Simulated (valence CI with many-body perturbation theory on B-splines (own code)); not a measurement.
## Valence orbitals of Dy LXI

Method: relativistic CI+MBPT: four valence electrons over a frozen Dirac-Fock core [He], a basis of 11 s, 11 p, 9 d, 7 f, 5 g, 2 h, 1 i functions for each j, with the one-electron correlation potential Σ1, the two-electron term Σ2, the three-electron term Σ3, Breit, model QED; selected CI, second order for the rest (own B-spline code, finite nucleus).

The last digits are not significant, and no measured levels were compared; by estimate large intervals hold to a few tenths of a per cent, small ones and those within an open d or f shell to about a per cent. Among the levels kept, up to 290 cm⁻¹ of a level comes from second order outside the variational space, and about a tenth of that is noise between levels of different J, which matters for small intervals.

These are the spectroscopic orbitals of the CI (the correlating ones are not listed), shaped by the core and the other valence electrons. h is the expectation value of the core's Dirac-Fock operator, without the valence repulsion; Σ1 is computed up to l = 3 at one energy for each symmetry, that of its lowest orbital but kept below the first core excitation, so for empty shells it is not the orbital's own correlation shift; Breit and QED include the response of the core.

```csv
Orbital,h (hartree),Σ1 (cm⁻¹),Breit (cm⁻¹),QED (cm⁻¹),⟨r⟩ (bohr)
2s1/2,-560.36,-1496,85582,101040,0.08590
3s1/2,-243.83,-374,23637,29063,0.2004
4s1/2,-135.18,-147,9368,11876,0.3649
5s1/2,-85.677,-72.7,4679,5971,0.5780
2p1/2,-554.36,-3958,171715,2315,0.07117
3p1/2,-242.13,-897,45681,300,0.1869
4p1/2,-134.49,-345,18111,98.4,0.3523
5p1/2,-85.325,-169,9018,45.2,0.5664
2p3/2,-520.85,-2633,60097,12577,0.07756
3p3/2,-232.18,-600,16540,3303,0.1960
4p3/2,-130.32,-232,7819,1336,0.3643
5p3/2,-83.203,-114,3936,671,0.5813
3d3/2,-231.54,-280,1659,-247,0.1656
4d3/2,-130.05,-121,911,-55.0,0.3347
5d3/2,-83.066,-62.3,455,-18.3,0.5526
3d5/2,-228.68,-243,541,1049,0.1686
4d5/2,-128.83,-104,297,487,0.3384
5d5/2,-82.444,-53.5,141,258,0.5571
4f5/2,-128.76,-22.4,9.7,-142,0.2911
5f5/2,-82.408,-12.8,8.0,-69.4,0.5103
4f7/2,-128.17,-21.2,2.8,129,0.2931
5f7/2,-82.107,-12.0,2.3,70.0,0.5126
5g7/2,-82.096,,0.0,-45.7,0.4476
5g9/2,-81.918,,0.0,36.7,0.4491
```

Among the shells of the start configuration 2s2 2p2, Σ1 is largest in size for 2p1/2, where it is 0.0033 % of h.

Lowest root of each symmetry, sizes in configuration state functions:

| J | Parity | Roots | Reference | Variational | Second order | Change by selected CI (cm⁻¹) | Change by second order (cm⁻¹) |
| --- | --- | --- | --- | --- | --- | --- | --- |
| 0 | even | 12 | 42 | 22241 | 28708 | -22384 | 0 |
| 1 | even | 20 | 91 | 39998 | 55952 | -19524 | -30 |
| 2 | even | 22 | 100 | 39997 | 115829 | -21264 | -104 |
| 3 | even | 11 | 66 | 39998 | 139868 | -20265 | -64 |
| 4 | even | 5 | 29 | 39998 | 136592 | -21696 | -12 |
| 5 | even | 2 | 8 | 21690 | 28432 | -20350 | -11 |
| 0 | odd | 8 | 37 | 18045 | 16986 | -24323 | -1 |
| 1 | odd | 20 | 94 | 39996 | 86147 | -27460 | -17 |
| 2 | odd | 19 | 100 | 39997 | 108338 | -21747 | -61 |
| 3 | odd | 9 | 70 | 39993 | 121774 | -21171 | -65 |
| 4 | odd | 3 | 36 | 32497 | 74661 | -21802 | -9 |
